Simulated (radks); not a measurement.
The numbers below are computed, except where a source is named.
Spherical quantum dot in the effective-mass picture: electrons in a hard-walled sphere of radius 4.14, with a point charge +2 (a donor) at the centre, all in effective atomic units (hartree* = m*/eps^2 hartree, bohr* = eps/m* bohr), one dielectric constant everywhere. Level of theory: non-relativistic Kohn-Sham, PBE, spin-polarised, spherical densities (a radial shooting solver with Libxc functionals). Levels are named by radial order and angular momentum (1s, 1p, 1d, 2s, ...), and open shells are averaged over m. Results are scaled to m* = 0.244 and eps = 4.2, for which hartree* = 376.4 meV and bohr* = 0.9109 nm.

N = 22, configuration 1s2 1p6 1d10 2s2 1f(up 2, down 0). This is the lowest configuration that the search found. Occupied and some empty levels:

level    occupation  eigenvalue (meV)  <r> (nm)
1s up             1            2364.8     2.004
1s down           1            2369.7     1.946
1p up             3            2449.8     2.629
1p down           3            2458.2     2.622
2s up             1            2506.6     1.474
2s down           1            2510.2     1.526
1d up             5            2550.0     2.723
1d down           5            2559.1     2.719
1f up             2            2685.7     2.795
1f down           0            2695.2     2.792
1g up             0            2854.5     2.855
1g down           0            2864.4     2.853
2p up             0            2940.5     1.871
2p down           0            2943.4     1.870
2d up             0            3191.9     2.126
2d down           0            3196.1     2.124

Energy (meV): total 26847.3, kinetic 8660.6, external -7947.4, Hartree 29568, exchange-correlation -3433.7.

Electron density:

r (nm)  n(r) (e/nm^3)
0.199           2.183
0.481          0.6894
0.762          0.2407
1.04          0.09919
1.33          0.06123
1.61          0.06536
1.89          0.09156
2.17           0.1290
2.45           0.1632
2.73           0.1733
3.02           0.1412
3.30          0.07286
3.58          0.01309
